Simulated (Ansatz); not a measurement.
`O[SiH](O)S[SiH](O)O` + `N[SiH2]F` → `O[SiH](O)N[SiH2]F` + `O[SiH](O)S`  (ligand exchange at the Si–S bond)

Computed with Ansatz on PBE0-D4/def2-TZVP structures; ΔE is electronic, products minus reactants. CCSD(T)/CBS is the MP2 limit (def2-TZVPP, def2-QZVPP) plus CCSD(T) − MP2 in def2-TZVPP, frozen cores. DFT in def2-TZVPP. B3LYP here is the variant with VWN-RPA as its local correlation; programs differ in this. One conformer a species, not always the lowest.

```csv
level,ΔE (kJ/mol)
B3LYP,2.6
HF/def2-TZVPP,-11.2
MP2/def2-TZVPP,7.0
SCS-MP2/def2-TZVPP,1.1
CCSD(T)/def2-TZVPP,1.9
HF/def2-QZVPP,-12.3
HF/CBS(def2),-12.5
CCSD/CBS(def2),1.6
```

What does CCSD(T)/CBS give? (An estimate is asked.)

Computed: +5.4 kJ/mol. The listed levels differ from it by -2.8, -16.6, 1.6, -4.3, -3.5, -17.7, -17.9, -3.8 kJ/mol.

Largest T1 diagnostic among the species: 0.012.

From PBE to PBE0 (25 % exact exchange), in def2-TZVPP and without D4, ΔE moves by −3.4 kJ/mol. In def2-TZVPP, CCSD(T) changes the Hartree–Fock value by +13.1 kJ/mol (the triples alone add +3.8 kJ/mol) and MP2 by +18.3 kJ/mol.
